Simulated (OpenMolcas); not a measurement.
Ir3+: moving or changing the point charges

Ir3+ among 3 point charges of -1 e arranged as a planar triangle (D3h), 1.95 Å from the ion.

```yaml
Program: OpenMolcas 26.06
Method: "SS-CASPT2, IPEA 0.25 Eh, imaginary shift 0.1 Eh (closed shells correlated: 4f 5s 5p)"
Basis: ANO-RCC-VDZP [7s6p4d2f]
Scalar_Hamiltonian: DKH2, point nucleus
Active_space: 6 electrons in 5 orbitals (5d)
State_averaging: 2S+1 = 5 even, 5 roots; 2S+1 = 3 even, 45 roots; 2S+1 = 1 even, 50 roots
Spin-orbit_coupling: RASSI with atomic mean-field integrals over the reference wave functions
```

Runs around this geometry, states (labels of D3, the rotations of D3h). Energies in cm-1 above the lowest state or level, χT in cm3 K/mol.

| R (Å) | q (e) | Ground state | First state of that spin | First gap with spin-orbit (degeneracies) | χT at 300 K | First state of another spin |
| --- | --- | --- | --- | --- | --- | --- |
| 1.95 | -0.65 | 5A1 | 5E 650 | 200 (1, 2) | 4.517 | 3E 17130 |
| 1.8 | -1 | 5A1 | 5E 2260 | 360 (1, 2) | 3.830 | 3E 15760 |
| 1.95 | -1 | 5A1 | 5E 1710 | 300 (1, 2) | 4.107 | 3E 16950 |
| 2.07 | -1 | 5A1 | 5E 1390 | 240 (1, 2) | 4.309 | 3A1 17570 |

Taking the first state of the same spin as R^-n, n = -ln(1390 / 2260) / ln(2.07 / 1.8) = 3.5 between the shortest and longest distance.

Scaling the charges by -0.65 / -1 = 0.65 scales the first state of the same spin by 650 / 1710 = 0.38; with fixed orbitals a first-order splitting would follow the charge.

Roots that are degenerate in the reference are averaged as groups; the widest CASPT2 spread within a group is 180 cm-1 (the 4-fold group of multiplicity 3 near 17800 cm-1 above the lowest state of its run, R = 1.95, q = -0.65). Shifts and gaps below about the spread of the groups concerned are not significant. Point charges give a weaker field than real ligands, and real ions of this kind are as a rule low spin; the high spin found here belongs to the model. Free-ion shares, where given, are those of the reference states; single-state CASPT2 does not remix them. Spin-orbit coupling mixes the spin-free states strongly: the lowest level takes only 48 % from its leading state, 5A1 (figures for R = 1.95, q = -0.65; the like holds for R = 1.8, q = -1, R = 1.95, q = -1, R = 2.07, q = -1). Point charges carry no covalency, so the field is a model and not that of real ligands. A group larger than the point group allows holds several states that coincide in this model. No measured value stands beside these numbers.
